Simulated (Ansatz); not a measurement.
C3H8Cl3NSi (`CC(C)N[Si](Cl)(Cl)Cl`). Charge 0, multiplicity 1.

```xyz
16

C    -0.989   -0.970   -1.168
C     0.076   -0.080   -0.549
C     1.480   -0.503   -0.948
N    -0.058   -0.042    0.903
Si   -0.435    1.316    1.808
Cl    0.922    2.818    1.543
Cl   -2.238    2.126    1.294
Cl   -0.474    0.769    3.765
H    -0.913   -0.971   -2.258
H    -0.872   -2.002   -0.823
H    -1.988   -0.629   -0.889
H    -0.085    0.944   -0.905
H     1.687   -1.518   -0.594
H     2.223    0.167   -0.515
H     1.595   -0.499   -2.034
H     0.069   -0.926    1.371
```

Task: List the harmonic frequencies (cm⁻¹, unscaled) at PBE0-D4/def2-TZVP in Ansatz. (An estimate is asked.)

Result: The calculation gave: 16, 36, 86, 131, 165, 205, 220, 236, 261, 298, 299, 362, 420, 454, 502, 589, 616, 813, 915, 927, 950, 1059, 1156, 1161, 1198, 1322, 1341, 1394, 1411, 1443, 1474, 1477, 1494, 1498, 3038, 3042, 3049, 3114, 3122, 3138, 3141, 3626.

Task: Is this a minimum?

Result: Yes, all 42 modes are real.

Task: Give the ideal-gas thermochemistry at 298.15 K and 1 bar (rigid rotor, harmonic oscillator; point group C1, symmetry number 1).

Result: Zero-point energy 306.2 kJ/mol; H(298) − E = 338.6 kJ/mol; entropy 460.0 J/(mol·K), of which translation 174.5, rotation 129.1, vibration 156.5; G(298) − E = 201.4 kJ/mol. Modes under 100 cm⁻¹ are hindered rotations or soft bends, so the harmonic entropy is rough.

Task: And at 400, 500, 600, 800 and 1000 K?

Result: 
```tsv
T (K)	H − E (kJ/mol)	S (J/mol/K)	G − E (kJ/mol)
400	357.0	513.1	151.8
500	377.9	559.5	98.1
600	401.0	601.7	40.0
800	452.6	675.6	-87.9
1000	509.6	739.1	-229.5
```

Task: Rotational constants (cm⁻¹)?

Result: 0.03845, 0.02239, 0.02117.
